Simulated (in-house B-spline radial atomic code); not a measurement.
Configurations of Ba⁴⁺, with energies counted from [Kr] 4d10 5s2 5p4. Method: scalar-relativistic (X2C) TPSSh, spin-polarised, spherical fractional occupations, exact exchange averaged over the configuration, Fermi nucleus of rms radius 4.8378 fm. Calculated with a radial B-spline atomic code at the basis-set limit. Shells without spins written out take the highest spin.

Occupations are held fixed; configurations that lie above the ionisation limit could autoionise.

| configuration | E - E(ref) (eV) | highest orbital | its <r> (bohr) |
| --- | --- | --- | --- |
| [Kr] 4d10 5s1 5p5 | 16.49 | 5p down | 1.781 |
| [Kr] 4d10 5s2 5p3 5d1 | 18.916 | 5d up | 2.235 |
| [Kr] 4d10 5s1 5p4 5d1 | 35.46 | 5d up | 2.219 |
| [Kr] 4d10 5s2 5p3 5f1 | 37.781 | 5f up | 3.715 |

Order these further configurations by energy, lowest first.
A. [Kr] 4d10 4f1 5s1 5p4
B. [Kr] 4d9 5s2 5p4 6p1
C. [Ar] 3d9 4s2 4p6 4d10 5s2 5p4 6s1
D. [Kr] 4d10 5s1 5p4 5f1

A (33.193 eV), D (54.575 eV), B (112.01 eV), C (799.17 eV).
